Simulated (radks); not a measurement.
Values are calculated unless marked as measured or tabulated.
Problem. Ionisation of the rhodium ion Rh+, [Kr] 4d8, to [Kr] 4d7 as the strength of local exchange is varied. Level of theory: scalar-relativistic Kohn-Sham, Slater X-alpha exchange (alpha = 2/3 is LDA exchange), no correlation, spin-unpolarised, spherical densities, point nucleus (a radial shooting solver on a logarithmic mesh with Libxc functionals).

| alpha | E(Rh+) (hartree) | exchange (hartree) | IE (eV) | -e of the level emptied (eV) | <r> of it (bohr) |
|---|---|---|---|---|---|
| 0.667 | -4775.09269 | -129.46632 | 18.349 | 12.512 (4d) | 1.562 |
| 0.782 | -4797.50830 | -152.50617 | 20.205 | 14.132 (4d) | 1.516 |
| 0.904 | -4821.40395 | -177.17786 | 22.300 | 15.986 (4d) | 1.471 |
| 0.951 | -4830.64137 | -186.74536 | 23.141 | 16.738 (4d) | 1.454 |
| 0.994 | -4839.10806 | -195.52916 | 23.928 | 17.443 (4d) | 1.440 |
| ? | -4761.11249 | -115.14850 | 17.245 | 11.561 (4d) | 1.593 |

Which alpha was used in the last row?

Solution. alpha = 0.595. NIST Atomic Spectra Database: 18.080 eV (semi-empirical). The Delta-SCF value meets it near alpha = 0.65. Spin polarisation and multiplet splitting are left out, so open shells lie too high by an amount that depends on their filling.

Beside tabulated values, note that spin-unpolarised runs miss the spin-polarisation part of the exchange energy of open shells.
